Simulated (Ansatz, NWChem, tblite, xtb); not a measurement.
## How methods differ on C2H6ClNSi (SMILES C=C[SiH](N)Cl)

C2H6ClNSi has 11 atoms, charge 0, and is taken as a singlet. SMILES: `C=C[SiH](N)Cl`. The shape is that of a PBE0-D4/def2-TZVP optimisation. This is one conformer, not always the lowest.

| atom | x (Å) | y (Å) | z (Å) |
| --- | --- | --- | --- |
| C | -2.0091 | -0.2238 | 0.1938 |
| C | -0.7632 | -0.6077 | 0.4538 |
| Si | 0.7348 | 0.4660 | 0.2920 |
| N | 1.8683 | -0.3173 | -0.7094 |
| Cl | 0.1044 | 2.3196 | -0.4009 |
| H | -2.2337 | 0.7837 | -0.1428 |
| H | -2.8536 | -0.8976 | 0.3071 |
| H | -0.5950 | -1.6304 | 0.7906 |
| H | 1.4126 | 0.7424 | 1.5787 |
| H | 1.5792 | -0.7004 | -1.5956 |
| H | 2.8208 | 0.0085 | -0.7468 |

Quantity: the dipole moment, in D. The values are calculated.

```
                             level            kind  program  value (D)
                         IPEA1-xTB  semi-empirical   tblite       3.14
                          GFN2-xTB  semi-empirical      xtb       2.44
                          GFN1-xTB  semi-empirical   tblite       2.39
                          GFN0-xTB  semi-empirical      xtb       1.59
                         HF/STO-3G    Hartree–Fock   Ansatz       2.49
                          HF/3-21G    Hartree–Fock   NWChem       2.77
                       HF/def2-SVP    Hartree–Fock   Ansatz       1.88
                    HF/aug-cc-pVDZ    Hartree–Fock   Ansatz       1.87
                     PBE/def2-TZVP             GGA   Ansatz       1.87
B3LYP/6-31G* (spherical functions)   global hybrid   Ansatz       2.21
```

The values span 1.59 to 3.14 D. Sets without polarisation functions give poor dipoles. Without the sets that lack polarisation functions the rows with a basis span only 1.87 to 2.21 D.
